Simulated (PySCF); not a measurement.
W(O)3 cation (O₃W), SMILES [O]=[W](=[O])=[O] (connectivity only; charge and spin as stated), charge +1, multiplicity 2. Atoms are numbered in the order given.

```xyz
4

W      0.0000     0.0000    -0.0028
O      0.0000     0.0000     1.8936
O      0.0000     1.4119    -0.9340
O      0.0000    -1.4119    -0.9340
```
Charge +1, spin multiplicity 2.

Coordinates come from a B3LYP-D3(BJ)/def2-TZVP optimisation. A frequency run showed that this geometry is not a minimum. The multiplicity is an assumed one; other spin states were not compared. The isomer is the one that the SMILES or the coordinates give; other isomers of the formula were not compared. The def2 effective core potentials stand for the cores of W; spin–orbit coupling is left out.

All values below come from TDA-B3LYP/def2-SVPD (PySCF).

Vertical excitations. 

```
state    energy (eV)  λ (nm)      f                                                  main pairs
-------  -----------  ------  -----  ----------------------------------------------------------
root 1          0.90    1376  0.001                                          β HOMO−1→LUMO 85 %
root 2          0.93    1330  0.000                                          β HOMO−2→LUMO 89 %
root 3          1.74     713  0.000                        α HOMO→LUMO 17 %, β HOMO→LUMO+1 83 %
root 4          1.82     680  0.000  α HOMO−1→LUMO 10 %, β HOMO−1→LUMO+1 66 %, β HOMO→LUMO 23 %
root 5          1.91     648  0.001                        α HOMO→LUMO 83 %, β HOMO→LUMO+1 17 %
root 6          1.97     628  0.001   α HOMO−1→LUMO 5 %, β HOMO→LUMO 76 %, β HOMO−1→LUMO+1 18 %
root 7          2.32     533  0.004                                        β HOMO−2→LUMO+1 94 %
root 8          2.47     501  0.003                    α HOMO−1→LUMO 82 %, β HOMO−1→LUMO+1 15 %
root 9          2.84     436  0.010                     α HOMO−2→LUMO 92 %, β HOMO−2→LUMO+1 5 %
root 10         3.56     348  0.001                      α HOMO−3→LUMO 29 %, β HOMO−4→LUMO 52 %
```
Unrestricted roots are not spin-pure.
